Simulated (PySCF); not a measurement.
# Reading the logs of faulty runs: BGeH5NO

These are calculations, not measurements. They come from PySCF 2.14.0, an open-source quantum chemistry program, on an isolated molecule that a program drew, which may never have been made. The molecule is BGeH5NO (charge 0, doublet), drawn as the SMILES string `[BH][NH][GeH2][OH]`.

Each row is a Hartree-Fock (HF) and frozen-core CCSD(T) single point in the cc-pVDZ basis, meant for a local HF minimum. Run 1 is clean. Each other run has one planted mistake out of seven kinds, and not every kind appears here: one electron removed, one electron added, multiplicity raised by two, geometry at a saddle point, minimal basis STO-3G, one bond length entered in bohr, all coordinates scaled. The reference is restricted for singlets and unrestricted otherwise, and also for a bond in bohr. Adding or removing an electron swaps singlet and doublet. Electrons count all cores. HOMO and LUMO are orbital energies over both spins, the gradient is its largest component, and the lowest frequency (negative if imaginary) is given only where the gradient is small. Bond lengths are over the 8 bonds as drawn. T1 is the CCSD diagnostic: over 0.02 (restricted) or 0.045 (unrestricted) a single reference is doubtful. Germanium has the cc-pVDZ-PP basis, with a core potential (ECP10MDF) in place of its 10 inner electrons, and its 3s, 3p and 3d shells are frozen in CCSD(T).

Geometry of the clean run:
```xyz
9
BGeH5NO, angstrom
B     1.1573    0.1470   -1.1529
N     1.2102   -1.1553   -0.6695
Ge    0.0165   -1.9683    0.4929
O    -0.8260   -3.2862   -0.3441
H     0.2991    0.9403   -0.8730
H     1.9757   -1.7279   -0.9783
H     0.7671   -2.6713    1.6124
H    -0.9547   -0.8883    0.9481
H    -1.3297   -3.0293   -1.1033
```

```
run,electrons,basis functions,<S^2>,HOMO (eV),LUMO (eV),gradient (hartree/bohr),lowest frequency (cm^-1),mean bond (Å),longest bond (Å),T1,HF (hartree),CCSD(T) (hartree),mistake
1,57,90,0.756,-8.61,3.27,9.3e-06,63,1.4017,1.854,0.0149,-450.29632,-450.86656,no fault
2,58,90,0.000,1.03,8.16,5.1e-02,-,1.4017,1.854,0.0190,-450.21164,-450.81902,one electron added
3,57,90,3.765,-5.39,-0.65,1.6e-01,-,1.4017,1.854,0.0156,-450.10374,-450.63837,multiplicity raised by two
4,57,90,0.758,-8.87,2.73,5.0e-02,-,1.4984,1.982,0.0180,-450.25842,-450.84554,all coordinates scaled
5,56,90,0.000,-17.09,-6.19,8.7e-02,-,1.4017,1.854,0.0196,-450.02345,-450.59394,one electron removed
6,57,90,1.343,-9.14,1.66,6.2e-02,-,1.5134,1.898,0.0638,-450.17263,-450.75400,?
```

**Which mistake was planted in run 6, and what did it cost?**

The mean bond changes by a factor of 1.080 and the longest by 1.024, so the molecule wasn't scaled as a whole. A length L in bohr read as angstrom grows by (1/0.5292 - 1) L = 0.890 L. The 8 bonds together grew by 8 x 0.1117 = 0.894 Å, which gives L = 1.004 Å. That is bond N2-H6, 1.005 Å in the clean geometry. So the mistake is: one bond length entered in bohr. Subtracting run 1 and multiplying by 627.51 kcal/mol a hartree, the energy moved by 77.6 kcal/mol in HF and 70.6 kcal/mol in CCSD(T).

Cautions from the logs. Run 2: the HOMO is above zero, so the electron isn't bound and the energy depends on the basis; run 6: T1 is over the limit, so its CCSD(T) energy is less reliable.
